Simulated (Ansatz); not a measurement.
Reaction (cleavage of the Si–Si bond): `O[SiH2][SiH](O)S` + `N[SiH2]N` → `N[SiH2]N[SiH2]O` + `O[SiH2]S`

Gas-phase electronic energies from Ansatz, PBE0-D4/def2-TZVP geometries. CCSD(T)/CBS adds triple-zeta CCSD(T) − MP2 to the extrapolated MP2 energy (def2 sets, frozen cores). This one scheme is used for every species. Functionals use def2-TZVPP. Each species was taken in one conformer, which may not be the lowest.

`O[SiH2][SiH](O)S`:

Cartesian coordinates in Å:
```
O 2.159 0.176 -0.103
Si 0.888 0.409 -1.137
Si -1.073 -0.007 0.078
O -0.805 0.868 1.458
S -1.353 -2.092 0.470
H 2.092 0.622 0.745
H 1.069 -0.556 -2.248
H 0.874 1.791 -1.698
H -2.362 0.363 -0.569
H -1.415 0.739 2.189
H -0.072 -2.314 0.815
```

`N[SiH2]N`:

```xyz
9

N    -0.252    1.431   -0.137
Si   -0.447   -0.230    0.225
N     0.980   -1.057   -0.229
H     0.500    1.972    0.256
H    -1.048    2.001   -0.368
H    -1.704   -0.597   -0.493
H    -0.619   -0.597    1.662
H     1.266   -1.889    0.258
H     1.325   -1.034   -1.175
```

`N[SiH2]N[SiH2]O`:

Cartesian coordinates in Å:
```
N 0.179 -0.608 2.368
Si 0.607 0.468 1.106
N 0.483 -0.334 -0.415
Si -0.194 0.211 -1.897
O -1.560 -0.594 -2.345
H 0.643 -0.550 3.259
H -0.746 -0.996 2.453
H -0.251 1.676 0.954
H 1.988 0.898 1.457
H 0.905 -1.254 -0.437
H -0.465 1.660 -1.717
H 0.730 -0.047 -3.024
H -2.318 -0.531 -1.763
```

`O[SiH2]S`:

Z-matrix (Å, degrees):
```
Si
S 1 2.133
O 1 1.642 2 113.5
H 1 1.478 2 111.7 3 117.8
H 1 1.484 2 102.9 3 -122.0
H 2 1.344 1 94.6 3 -65.2
H 3 0.959 1 117.2 2 -51.2
```

CCSD(T)/CBS gives -0.91 eV.

Question: Another level gave -0.93 eV. Which?
A. SCS-MP2/def2-TZVPP
B. PBE-D4/def2-TZVPP
C. ωB97X-V/def2-TZVPP
D. CCSD(T)/def2-TZVPP

Answer: D. CCSD(T)/def2-TZVPP -0.93, ωB97X-V -0.86, PBE-D4 -0.68, SCS-MP2/def2-TZVPP -1.01 eV.

Largest T1 diagnostic among the species: 0.012.

In def2-TZVPP, CCSD(T) changes the Hartree–Fock value by +0.13 eV (the triples alone add +0.02 eV) and MP2 by +0.07 eV. From PBE to PBE0 (25 % exact exchange), in def2-TZVPP and without D4, ΔE moves by −0.08 eV.
